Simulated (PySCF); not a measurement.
CHBClF3 (SMILES FC(F)(F)BCl), singlet, at a GFN2-xTB geometry; DF-PBE/pcseg-2 run with PySCF.

The PySCF input:
```python
from pyscf import gto, scf, dft

mol = gto.Mole()
mol.atom = '''
    B     0.84530595    0.21810628    0.57146766
    C    -0.03217182   -0.50111286   -0.60584209
    F    -1.32937178   -0.14524536   -0.66432988
    F    -0.02789515   -1.84737890   -0.48205832
    F     0.47253304   -0.24537627   -1.83370394
    Cl    0.11491189    1.30188810    1.58557336
    H     1.97560398   -0.07394710    0.64379633
'''
mol.basis = 'pcseg-2'
mol.verbose = 4
mol.max_memory = 1800
mol.build()

mf = dft.RKS(mol)
mf.xc = 'pbe'
mf = mf.density_fit(auxbasis='def2-universal-jkfit')
mf.kernel()
```

The log (banner, timings and long lists left out):

```
PySCF version 2.14.0

[INPUT] verbose = 4
[INPUT] num. atoms = 7
[INPUT] num. electrons = 56
[INPUT] charge = 0
[INPUT] spin (= nelec alpha-beta = 2S) = 0
[INPUT] symmetry False subgroup None
[INPUT] Mole.unit = angstrom
[INPUT] Symbol           X                Y                Z      unit          X                Y                Z       unit  Magmom
[INPUT]  1 B      0.845305950000   0.218106280000   0.571467660000 AA    1.597396736965   0.412161135248   1.079917366446 Bohr   0.0
[INPUT]  2 C     -0.032171820000  -0.501112860000  -0.605842090000 AA   -0.060795928729  -0.946966062898  -1.144875624834 Bohr   0.0
[INPUT]  3 F     -1.329371780000  -0.145245360000  -0.664329880000 AA   -2.512148581926  -0.274473951264  -1.255401529565 Bohr   0.0
[INPUT]  4 F     -0.027895150000  -1.847378900000  -0.482058320000 AA   -0.052714193704  -3.491040169300  -0.910958200868 Bohr   0.0
[INPUT]  5 F      0.472533040000  -0.245376270000  -1.833703940000 AA    0.892958030408  -0.463693947767  -3.465198240136 Bohr   0.0
[INPUT]  6 Cl     0.114911890000   1.301888100000   1.585573360000 AA    0.217152000556   2.460211953830   2.996299400806 Bohr   0.0
[INPUT]  7 H      1.975603980000  -0.073947100000   0.643796330000 AA    3.733350452801  -0.139739766706   1.216598743700 Bohr   0.0

nuclear repulsion = 289.179775484638
number of shells = 27
number of NR pGTOs = 312
number of NR cGTOs = 198
basis = pcseg-2
ecp = {}

******** <class 'pyscf.df.df_jk.DFRKS'> ********
method = DFRKS
initial guess = minao
damping factor = 0
level_shift factor = 0
DIIS = <class 'pyscf.scf.diis.CDIIS'>
diis_start_cycle = 1
diis_space = 8
diis_damp = 0
SCF conv_tol = 1e-09
SCF conv_tol_grad = None
SCF max_cycles = 50
direct_scf = False
XC library pyscf.dft.libxc version 7.1.2
    S. Lehtola, C. Steigemann, M. J. T. Oliveira, and M. A. L. Marques,  SoftwareX 7, 1–5 (2018)
XC functionals = pbe
    J. P. Perdew, K. Burke, and M. Ernzerhof,  Phys. Rev. Lett. 77, 3865 (1996)
    J. P. Perdew, K. Burke, and M. Ernzerhof,  Phys. Rev. Lett. 78, 1396 (1997)
    J. P. Perdew, K. Burke, and M. Ernzerhof,  Phys. Rev. Lett. 77, 3865 (1996)
    J. P. Perdew, K. Burke, and M. Ernzerhof,  Phys. Rev. Lett. 78, 1396 (1997)
radial grids:
    Treutler-Ahlrichs [JCP 102, 346 (1995); DOI:10.1063/1.469408] (M4) radial grids

becke partition: Becke, JCP 88, 2547 (1988); DOI:10.1063/1.454033
pruning grids: <function nwchem_prune>
grids dens level: 3
symmetrized grids: False
atomic radii adjust function: <function treutler_atomic_radii_adjust>
small_rho_cutoff = 0
Set gradient conv threshold to 3.16228e-05
Initial guess from minao.
tot grids = 99640
init E= -823.640537708953
  HOMO = -0.311422133345289  LUMO = -0.138304257137875  gap/eV = 4.71078
cycle= 1 E= -822.83457871197  delta_E= 0.806  |g|= 0.826  |ddm|= 2.16
  HOMO = -0.265523578080677  LUMO = -0.128445639891851  gap/eV = 3.73008
cycle= 2 E= -822.516769355193  delta_E= 0.318  |g|= 1.68  |ddm|= 1.11
  HOMO = -0.279450288570402  LUMO = -0.117701275185794  gap/eV = 4.40141
cycle= 3 E= -822.937709264517  delta_E= -0.421  |g|= 0.0842  |ddm|= 0.76
  HOMO = -0.291741922951623  LUMO = -0.134316758550611  gap/eV = 4.28376
cycle= 4 E= -822.938630981115  delta_E= -0.000922  |g|= 0.0596  |ddm|= 0.121
  HOMO = -0.290848132363031  LUMO = -0.129825687758469  gap/eV = 4.38164
cycle= 5 E= -822.939514833214  delta_E= -0.000884  |g|= 0.0155  |ddm|= 0.0544
  HOMO = -0.289546577831373  LUMO = -0.129048827721782  gap/eV = 4.36737
cycle= 6 E= -822.939564014227  delta_E= -4.92e-05  |g|= 0.00332  |ddm|= 0.0146
  HOMO = -0.289526163704508  LUMO = -0.129082118698598  gap/eV = 4.36590
cycle= 7 E= -822.939566016065  delta_E= -2e-06  |g|= 0.00122  |ddm|= 0.00269
  HOMO = -0.289548516633687  LUMO = -0.129067975932116  gap/eV = 4.36690
cycle= 8 E= -822.939566205703  delta_E= -1.9e-07  |g|= 0.000416  |ddm|= 0.00087
  HOMO = -0.289544847614209  LUMO = -0.12907796863248  gap/eV = 4.36653
cycle= 9 E= -822.939566243216  delta_E= -3.75e-08  |g|= 0.000102  |ddm|= 0.000377
  HOMO = -0.289539108288082  LUMO = -0.12907370039752  gap/eV = 4.36649
cycle= 10 E= -822.939566245164  delta_E= -1.95e-09  |g|= 1.78e-05  |ddm|= 7.75e-05
  HOMO = -0.289540471228868  LUMO = -0.129073856153248  gap/eV = 4.36652
cycle= 11 E= -822.939566245228  delta_E= -6.39e-11  |g|= 6.17e-06  |ddm|= 1.86e-05
  HOMO = -0.289540460661485  LUMO = -0.129074067065801  gap/eV = 4.36651
Extra cycle  E= -822.939566245223  delta_E= 5.23e-12  |g|= 8.39e-06  |ddm|= 1.09e-05
converged SCF energy = -822.939566245223
```
